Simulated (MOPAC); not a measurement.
Input file for MOPAC: PM6 on isopropylamine (SMILES CC(C)N), a point of a torsion scan.

```
PM6 1SCF PRECISE CHARGE=0 THREADS=1
C3H9N

C     -0.59671667 1     1.26156389 1     0.23258733 1
C     -0.04993951 1    -0.05144318 1    -0.32181684 1
C     -0.25302637 1    -0.12836926 1    -1.83259848 1
N      1.37887720 1    -0.11470612 1    -0.04118265 1
H     -0.08943540 1     2.09703158 1    -0.24194236 1
H     -0.43357324 1     1.32076794 1     1.30647294 1
H     -1.66354696 1     1.33915953 1     0.03922825 1
H     -0.60554433 1    -0.88714752 1     0.14904812 1
H      0.10448029 1    -1.08073328 1    -2.21859908 1
H      0.30405719 1     0.67028211 1    -2.31474610 1
H     -1.30655894 1    -0.02773781 1    -2.07964167 1
H      1.77276771 1    -0.97963696 1    -0.39507824 1
H      1.54709269 1    -0.07991405 1     0.95827114 1
```

It printed:

```
*******************************************************************************
 **                                                                           **
 **                              MOPAC v23.2.5                                **
 **                                                                           **
 *******************************************************************************
 ** MOPAC's Digital Object Identifier: https://doi.org/10.5281/zenodo.6511958 **
 **                                                                           **
 ** Please cite the open-source release paper for use of this MOPAC version:  **
 ** J. E. Moussa and J. J. P. Stewart (2026)                                  **
 ** MOPAC: An open-source semiempirical molecular orbital program             **
 ** J. Open Source Softw., 11(119), 8025, https://doi.org/10.21105/joss.08025 **
 *******************************************************************************

                              PM6 CALCULATION RESULTS

 *******************************************************************************
 *  PM6        - The PM6 Hamiltonian to be used
 *
 *
 *
 *                 CHARGE ON SYSTEM = 0
 *
 *
 *
 *  PRECISE    - TIGHTER CRITERIA TO BE USED
 *  1SCF       - DO 1 SCF AND THEN STOP
 *  THREADS=1  - MULTI-THREADING NOT USED
 *  T=         - A TIME OF 172800.0 SECONDS REQUESTED
 *  DUMP=N     - RESTART FILE WRITTEN EVERY 7200.0 SECONDS REQUESTED
 *******************************************************************************
PM6 1SCF PRECISE CHARGE=0 THREADS=1
 C3H9N

   ATOM   CHEMICAL          X               Y               Z
  NUMBER   SYMBOL      (ANGSTROMS)     (ANGSTROMS)     (ANGSTROMS)

     1       C         -0.59671667  *   1.26156389  *   0.23258733  *
     2       C         -0.04993951  *  -0.05144318  *  -0.32181684  *
     3       C         -0.25302637  *  -0.12836926  *  -1.83259848  *
     4       N          1.37887720  *  -0.11470612  *  -0.04118265  *
     5       H         -0.08943540  *   2.09703158  *  -0.24194236  *
     6       H         -0.43357324  *   1.32076794  *   1.30647294  *
     7       H         -1.66354696  *   1.33915953  *   0.03922825  *
     8       H         -0.60554433  *  -0.88714752  *   0.14904812  *
     9       H          0.10448029  *  -1.08073328  *  -2.21859908  *
    10       H          0.30405719  *   0.67028211  *  -2.31474610  *
    11       H         -1.30655894  *  -0.02773781  *  -2.07964167  *
    12       H          1.77276771  *  -0.97963696  *  -0.39507824  *
    13       H          1.54709269  *  -0.07991405  *   0.95827114  *



          CARTESIAN COORDINATES

    NO.       ATOM           X           Y           Z

     1         C         -0.5967      1.2616      0.2326
     2         C         -0.0499     -0.0514     -0.3218
     3         C         -0.2530     -0.1284     -1.8326
     4         N          1.3789     -0.1147     -0.0412
     5         H         -0.0894      2.0970     -0.2419
     6         H         -0.4336      1.3208      1.3065
     7         H         -1.6635      1.3392      0.0392
     8         H         -0.6055     -0.8871      0.1490
     9         H          0.1045     -1.0807     -2.2186
    10         H          0.3041      0.6703     -2.3147
    11         H         -1.3066     -0.0277     -2.0796
    12         H          1.7728     -0.9796     -0.3951
    13         H          1.5471     -0.0799      0.9583

 General Reference for PM6:
 "Optimization of Parameters for Semiempirical Methods V: Modification of NDDO Approximations
 and Application to 70 Elements", J. J. P. Stewart, J. Mol. Mod., 13, 1173-1213 (2007)
 URL: https://link.springer.com/article/10.1007/s00894-007-0233-4

           Empirical Formula: C3 H9 N  =    13 atoms



      MOLECULAR POINT GROUP   :   Cs


      RHF CALCULATION, NO. OF DOUBLY OCCUPIED LEVELS = 13


 -------------------------------------------------------------------------------
 PM6 1SCF PRECISE CHARGE=0 THREADS=1
 C3H9N



     1SCF WAS SPECIFIED, SO BFGS WAS NOT USED
     SCF FIELD WAS ACHIEVED


                              PM6 CALCULATION
                                                       MOPAC v23.2.5 Linux




          FINAL HEAT OF FORMATION =        -13.81724 KCAL/MOL =     -57.81132 KJ/MOL


          COSMO AREA              =        109.94 SQUARE ANGSTROMS
          COSMO VOLUME            =         96.02 CUBIC ANGSTROMS

          IONIZATION POTENTIAL    =          9.240908 EV
          HOMO LUMO ENERGIES (EV) =         -9.241  3.663
          NO. OF FILLED LEVELS    =         13
          MOLECULAR WEIGHT        =         59.1108         POINT GROUP:  Cs

          MOLECULAR DIMENSIONS (Angstroms)

            Atom       Atom       Distance
            H     9    H     6     4.29917
            H    12    H     7     3.61127
            H    10    H     8     2.72108


          SCF CALCULATIONS        =          1





   ATOM   CHEMICAL          X               Y               Z
  NUMBER   SYMBOL      (ANGSTROMS)     (ANGSTROMS)     (ANGSTROMS)

     1       C         -0.59671667  *   1.26156389  *   0.23258733  *
     2       C         -0.04993951  *  -0.05144318  *  -0.32181684  *
     3       C         -0.25302637  *  -0.12836926  *  -1.83259848  *
     4       N          1.37887720  *  -0.11470612  *  -0.04118265  *
     5       H         -0.08943540  *   2.09703158  *  -0.24194236  *
     6       H         -0.43357324  *   1.32076794  *   1.30647294  *
     7       H         -1.66354696  *   1.33915953  *   0.03922825  *
     8       H         -0.60554433  *  -0.88714752  *   0.14904812  *
     9       H          0.10448029  *  -1.08073328  *  -2.21859908  *
    10       H          0.30405719  *   0.67028211  *  -2.31474610  *
    11       H         -1.30655894  *  -0.02773781  *  -2.07964167  *
    12       H          1.77276771  *  -0.97963696  *  -0.39507824  *
    13       H          1.54709269  *  -0.07991405  *   0.95827114  *

                             CARTESIAN COORDINATES

   1    C       -0.596716670     1.261563890     0.232587330
   2    C       -0.049939510    -0.051443180    -0.321816840
   3    C       -0.253026370    -0.128369260    -1.832598480
   4    N        1.378877200    -0.114706120    -0.041182650
   5    H       -0.089435400     2.097031580    -0.241942360
   6    H       -0.433573240     1.320767940     1.306472940
   7    H       -1.663546960     1.339159530     0.039228250
   8    H       -0.605544330    -0.887147520     0.149048120
   9    H        0.104480290    -1.080733280    -2.218599080
  10    H        0.304057190     0.670282110    -2.314746100
  11    H       -1.306558940    -0.027737810    -2.079641670
  12    H        1.772767710    -0.979636960    -0.395078240
  13    H        1.547092690    -0.079914050     0.958271140


           Empirical Formula: C3 H9 N  =    13 atoms



      MOLECULAR POINT GROUP   :   Cs


                  EIGENVALUES
 -31.50921 -26.82963 -24.38900 -20.02485 -16.70741 -16.60802 -15.07229 -13.41711
 -13.12742 -12.71502 -12.22300 -11.96229  -9.24091   3.66323   4.06798   4.38108
   5.60420   5.92359   5.98823   6.10058   6.11868   6.35665   6.98348   6.99359
   7.18435


              NET ATOMIC CHARGES AND DIPOLE CONTRIBUTIONS

  ATOM NO.   TYPE          CHARGE      No. of ELECS.   s-Pop       p-Pop
    1          C          -0.506976        4.5070     1.08712     3.41986
    2          C           0.130668        3.8693     1.06780     2.80154
    3          C          -0.507940        4.5079     1.08719     3.42075
    4          N          -0.554970        5.5550     1.59350     3.96147
    5          H           0.171308        0.8287     0.82869
    6          H           0.149375        0.8506     0.85063
    7          H           0.151781        0.8482     0.84822
    8          H           0.078017        0.9220     0.92198
    9          H           0.148734        0.8513     0.85127
   10          H           0.171947        0.8281     0.82805
   11          H           0.152714        0.8473     0.84729
   12          H           0.207689        0.7923     0.79231
   13          H           0.207655        0.7923     0.79234
 DIPOLE           X         Y         Z       TOTAL
 POINT-CHG.    -0.782    -0.464     0.175     0.926
 HYBRID        -0.193    -0.801     0.499     0.963
 SUM           -0.975    -1.265     0.674     1.734


          ATOMIC ORBITAL ELECTRON POPULATIONS

     Atom    s        px        py        pz
    1  C   1.08712   1.15462   1.10819   1.15704
    2  C   1.06780   0.86512   0.98749   0.94893
    3  C   1.08719   1.17061   1.18281   1.06733
    4  N   1.59350   1.20548   1.48590   1.27009
    5  H   0.82869
    6  H   0.85063
    7  H   0.84822
    8  H   0.92198
    9  H   0.85127
   10  H   0.82805
   11  H   0.84729
   12  H   0.79231
   13  H   0.79234

 **********************
 *                    *
 * JOB ENDED NORMALLY *
 *                    *
 **********************




 == MOPAC DONE ==
```

The run finished.

Cost: around 0.010 core-seconds (rough).
